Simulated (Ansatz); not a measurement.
Ideal-gas functions of `C[Te][AsH]O` at 500 K and 1 bar, from an Ansatz frequency run at PBE0-D4/def2-TZVP.

Molar mass 235.57 g/mol, point group C1 (symmetry number 1), electronic degeneracy 1, moments of inertia 113.037, 432.638, 496.453 u Å². Harmonic wavenumbers (cm⁻¹, unscaled): 66, 116, 120, 173, 229, 276, 540, 640, 655, 816, 849, 854, 1057, 1250, 1450, 1462, 2199, 3079, 3183, 3194, 3863.

Use S(trans) = R[1.5 ln M + 2.5 ln T − 1.1517]; rotational temperatures θ = 24.2544 K / I; S(rot) = R[ln(√π/σ · √(T³/θAθBθC)) + 1.5]; for each mode x = 1.438777 ν̃/T, S = R[x/(eˣ − 1) − ln(1 − e⁻ˣ)] and H = RT x/(eˣ − 1); 1 cm⁻¹ = 0.0119627 kJ/mol; R = 8.31446 J/(mol·K).

Q: By hand: the entropy, in J/(mol·K).

A: Translation 187.7. Rotation: θ = 0.2146, 0.0561, 0.0489 K, giving 125.7. Vibration, mode by mode: 22.14, 17.48, 17.20, 14.20, 11.93, 10.45, 5.44, 4.32, 4.18, 2.90, 2.69, 2.66, 1.68, 1.07, 0.67, 0.65, 0.11, 0.01, 0.01, 0.01, 0.00, in all 119.8. Electronic 0.0. Sum 433.2 J/(mol·K).

Q: By hand: H − E and G − E in kJ/mol, counted from the electronic energy.

A: Zero-point energy ½ × 26071 × 0.0119627 = 155.9; thermal vibration 28.8; translation, rotation and pV give 4 RT = 16.6. H − E = 201.3 kJ/mol, and G − E = 201.3 − 500 × 433.2/1000 = -15.3 kJ/mol.

Vibration gives 28 % of the entropy, 56.8 J/(mol·K) of it from the modes under 150 cm⁻¹: soft modes count most, and the harmonic formula is weakest for them. The sum counts one conformer and one mirror image; others add a mixing term.
